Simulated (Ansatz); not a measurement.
Isomers of Ag2Cl2⁻ (doublet), relaxed with r2SCAN-D4/def2-SVPD; total energies from Ansatz at PBE0-D4/def2-TZVPD.

```csv
isomer,description,energy (Eh)
A,point group D∞h; 2 × Ag–Cl 2.39 Å; 1 × Ag–Ag 2.67 Å,-1214.29960
B,point group Cs; 3 × Ag–Cl 2.36 to 2.66 Å,-1214.29910
```

In the def2 sets Ag takes a core potential; there is no spin–orbit coupling.

The isomers come from a short search, and lower ones may exist.

Problem. Work out the relative energies (1 Eh = 2625.5 kJ/mol) and the Boltzmann populations at 298 K from electronic energies alone (R = 8.314 J/mol/K).

Solution. ΔE: A 0.0, B 1.3 kJ/mol. RT = 2.48 kJ/mol. Factors exp(−ΔE/RT): A 1, B 0.592; sum 1.592. Populations: A 62.8 %, B 37.2 %. Zero-point energy, vibrational entropy and symmetry numbers are left out and can shift these; an error of 4 kJ/mol changes a ratio by a factor of 5.0. Over the other density-functional and correlated levels in def2 sets, the gap between A and B ranges from -6 to 9 kJ/mol.
